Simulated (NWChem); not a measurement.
System: SiNH3, singlet; SMILES N[SiH]

```xyz
5

Si     0.1161    -0.6872     0.0000
H     -1.4100    -0.8864     0.0000
N      0.0170     1.0284     0.0000
H     -0.8303     1.5879     0.0000
H      0.8492     1.6100     0.0000
```
Atoms are numbered in this order, from 1.

Low-valent species are run as closed-shell singlets; no triplet was tried in these runs. The geometry was optimised at PBE0/def2-SVP.

 Unshifted, non-relativistic core excitations; the lowest 4 roots alone, so stronger bands may lie above.

### Question
List the first N K-edge excitations from PBE0/6-311G** (spherical d), restricted-window TDA (NWChem).

### Answer
| state | energy (eV) | dipole oscillator strength | leading excitation (squared amplitude) |
|---|---|---|---|
| S1 | 387.7 | 0.0192 | 1s of atom 3 or its equivalents → LUMO (0.99) |
| S2 | 390.1 | 0.0006 | 1s of atom 3 or its equivalents → LUMO+1 (0.98) |
| S3 | 391.6 | 0.0236 | 1s of atom 3 or its equivalents → LUMO+4 (0.62) |
| S4 | 391.9 | 0.0226 | 1s of atom 3 or its equivalents → LUMO+3 (0.70) |
